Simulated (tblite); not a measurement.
Record of a relaxation.

C7H14Se.
SMILES with atom numbers: `[CH3:1][C@@H:2]1[CH2:3][CH2:4][CH2:5][Se:6][CH2:7][CH2:8]1` (hydrogens: H9, H10, H11 on C1; H12 on C2; H13, H14 on C3; H15, H16 on C4; H17, H18 on C5; H19, H20 on C7; H21, H22 on C8)

Computed with GFN2-xTB (tblite), gas phase: L-BFGS steps from a force-field or distance-geometry start until the largest atomic force falls under 0.01 eV/Å. 4 of its 51 geometries are shown.

Step 0: E = -688.4380 eV, largest atomic force 1.032 eV/Å
```
atom  x, y, z in Å  |  force x, y, z in eV/Å
C1     -1.882   -1.527   -0.723   -0.737  -0.034   0.009
C2     -0.774   -0.472   -0.655    0.285  -0.200   0.671
C3      0.415   -1.001    0.231   -0.444  -0.021  -0.389
C4      1.789   -0.645   -0.365    0.260  -0.445   0.893
C5      2.224    0.793   -0.111    0.839  -0.381  -0.344
Se6     1.112    2.080   -1.094    0.264   0.156   0.476
C7     -0.335    1.953    0.206   -0.673   0.109   0.775
C8     -1.354    0.869   -0.138   -0.717  -0.120  -0.212
H9     -2.271   -1.763    0.294    0.257   0.170  -0.748
H10    -1.515   -2.460   -1.184   -0.140   0.450   0.242
H11    -2.732   -1.151   -1.349    0.675  -0.337   0.577
H12    -0.424   -0.332   -1.690    0.117   0.108   0.310
H13     0.356   -2.107    0.297   -0.063   0.503  -0.174
H14     0.325   -0.638    1.273    0.055  -0.010  -0.560
H15     2.538   -1.302    0.136   -0.277   0.303  -0.268
H16     1.822   -0.883   -1.431   -0.104   0.108   0.086
H17     3.267    0.916   -0.484   -0.572   0.044   0.130
H18     2.234    1.019    0.968   -0.206   0.115  -0.418
H19     0.068    1.780    1.235    0.096   0.117  -0.851
H20    -0.850    2.933    0.244    0.228  -0.341  -0.130
H21    -1.988    0.689    0.764    0.438   0.022  -0.545
H22    -2.036    1.268   -0.929    0.419  -0.314   0.469
```

Step 17: E = -688.6368 eV, largest atomic force 0.040 eV/Å
```
atom  x, y, z in Å  |  force x, y, z in eV/Å
C1     -1.873   -1.511   -0.722    0.022   0.012  -0.004
C2     -0.760   -0.465   -0.639   -0.002  -0.006  -0.006
C3      0.400   -0.993    0.223   -0.009   0.006   0.000
C4      1.787   -0.667   -0.338   -0.013  -0.011   0.006
C5      2.248    0.764   -0.129   -0.003  -0.014   0.008
Se6     1.139    2.123   -1.024    0.009   0.017  -0.035
C7     -0.381    1.948    0.211   -0.020  -0.014   0.013
C8     -1.373    0.851   -0.141    0.013  -0.031   0.003
H9     -2.245   -1.739    0.275   -0.015  -0.017  -0.017
H10    -1.508   -2.431   -1.173   -0.002   0.012  -0.007
H11    -2.702   -1.141   -1.322   -0.001  -0.008  -0.004
H12    -0.379   -0.290   -1.652   -0.005  -0.002   0.018
H13     0.320   -2.081    0.272    0.000   0.008  -0.002
H14     0.316   -0.623    1.247   -0.002   0.021  -0.009
H15     2.520   -1.316    0.150    0.016  -0.014  -0.001
H16     1.801   -0.898   -1.407    0.012  -0.013   0.020
H17     3.257    0.899   -0.521    0.003   0.008  -0.039
H18     2.248    1.027    0.931    0.009   0.004   0.013
H19     0.076    1.778    1.187   -0.003   0.007   0.038
H20    -0.882    2.917    0.232    0.004   0.028  -0.015
H21    -1.973    0.652    0.753   -0.014   0.000  -0.006
H22    -2.047    1.213   -0.920    0.001   0.008   0.025
```

Step 33: E = -688.6410 eV, largest atomic force 0.024 eV/Å
```
atom  x, y, z in Å  |  force x, y, z in eV/Å
C1     -1.863   -1.510   -0.747    0.000   0.000  -0.003
C2     -0.759   -0.459   -0.631   -0.001   0.001  -0.005
C3      0.396   -0.985    0.237   -0.004   0.010   0.013
C4      1.787   -0.680   -0.326   -0.004  -0.005  -0.002
C5      2.256    0.754   -0.150   -0.016  -0.006   0.006
Se6     1.127    2.118   -1.016    0.002  -0.010   0.000
C7     -0.393    1.954    0.226   -0.007  -0.013  -0.002
C8     -1.380    0.847   -0.119   -0.005  -0.005  -0.006
H9     -2.248   -1.764    0.239   -0.002  -0.005  -0.002
H10    -1.487   -2.417   -1.214    0.011   0.005  -0.003
H11    -2.688   -1.135   -1.349    0.003   0.003  -0.006
H12    -0.372   -0.266   -1.638    0.019   0.004  -0.002
H13     0.305   -2.071    0.309    0.008   0.010   0.000
H14     0.318   -0.591    1.252   -0.011   0.006   0.021
H15     2.514   -1.321    0.183    0.013   0.002  -0.014
H16     1.805   -0.939   -1.387   -0.001  -0.010  -0.006
H17     3.249    0.884   -0.588   -0.024  -0.004   0.002
H18     2.303    1.025    0.907   -0.009   0.014   0.000
H19     0.055    1.808    1.210    0.013  -0.006  -0.012
H20    -0.897    2.922    0.218    0.018  -0.002   0.008
H21    -1.976    0.636    0.774    0.011   0.013   0.004
H22    -2.061    1.211   -0.892   -0.015  -0.001   0.008
```

Step 50: E = -688.6432 eV, largest atomic force 0.009 eV/Å
```
atom  x, y, z in Å  |  force x, y, z in eV/Å
C1     -1.851   -1.510   -0.772   -0.005  -0.003  -0.001
C2     -0.758   -0.452   -0.620   -0.002   0.000  -0.001
C3      0.389   -0.978    0.260    0.002  -0.003  -0.002
C4      1.777   -0.689   -0.316    0.005   0.005   0.000
C5      2.247    0.748   -0.168    0.000   0.007  -0.002
Se6     1.111    2.104   -1.039    0.002  -0.003   0.002
C7     -0.392    1.952    0.226   -0.008   0.000   0.005
C8     -1.386    0.846   -0.101   -0.001   0.003   0.001
H9     -2.252   -1.786    0.201   -0.002   0.002   0.002
H10    -1.455   -2.403   -1.249    0.003  -0.003   0.003
H11    -2.668   -1.131   -1.383   -0.001   0.003  -0.003
H12    -0.356   -0.243   -1.618    0.003   0.002  -0.002
H13     0.291   -2.062    0.348    0.000  -0.006  -0.001
H14     0.315   -0.568    1.269   -0.002   0.001  -0.002
H15     2.510   -1.320    0.197   -0.001   0.000   0.000
H16     1.788   -0.966   -1.373    0.005  -0.005   0.001
H17     3.234    0.872   -0.619   -0.001  -0.004   0.002
H18     2.305    1.038    0.884   -0.003  -0.001  -0.002
H19     0.075    1.803    1.201    0.002   0.002  -0.004
H20    -0.888    2.924    0.227   -0.001  -0.001   0.000
H21    -1.965    0.634    0.804    0.007   0.002  -0.001
H22    -2.083    1.206   -0.861   -0.001   0.001   0.005
```

Q: Summarise the path.

A: The energy falls by 4.73 kcal/mol from step 0 to step 50; nine tenths of that is first reached at step 6. It falls at every step. The largest force goes from 1.032 to 0.009 eV/Å. Among the bonds C2–C3 changes most, from 1.575 to 1.538 Å; the atoms move by 0.084 Å rms after alignment.

The cost below is that of the whole relaxation. The run took 0.39 s of wall time on an Arm Neoverse V1 with one thread, shared host with 32 logical CPUs at a one-minute load of 44.
